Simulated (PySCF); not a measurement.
# C₆ coefficients of unlike pairs at PBE0

Calculated with PySCF 2.14 from the dipole response of each species, C₆(A,B) = (3/π) ∫ α_A(iu) α_B(iu) du, in atomic units, from isotropic polarisabilities. For ions this is the dispersion term alone; charge-induced terms of lower order in 1/R come first.

```
species           configuration                                                                                              basis      relativity  α (bohr³)  C₆ (like pair)
     Ge  [Ar] 3d10 4s2 4p2 (3P)          aug-cc-pVTZ-PP with one added diffuse shell each of s, d, f type with ECP10MDF (7s5p5d3f)  core potential      43.61           377.8
     Tc       [Kr] 4d5 5s2 (6S)  aug-cc-pVTZ-PP with one added diffuse shell each of s, p, d, f, g type with ECP28MDF (7s7p6d4f3g)  core potential      91.31            1053
    Ca⁺           [Ar] 4s1 (2S)                 aug-cc-pwCVTZ-X2C with one added diffuse shell each of s, p, d, f type (10s9p7d4f)   spin-free X2C      84.51           630.7
     Ar               [Ar] (1S)                                                                           dyall-acv3z (19s12p6d4f)   spin-free X2C      11.04           64.83
```

Estimate C₆ for Ar with Ge.

The integral gives 142.5. The combination rule 2 C_A C_B / (C_A α_B/α_A + C_B α_A/α_B) gives 139.2 and the geometric mean 156.5.

No spin-orbit coupling is included.

The other pairs:

```csv
pair,C₆
"Tc, Ge",620.8
"Ar, Ca⁺",152.0
"Ca⁺, Tc",799.8
"Ca⁺, Ge",455.8
"Ar, Tc",222.6
```
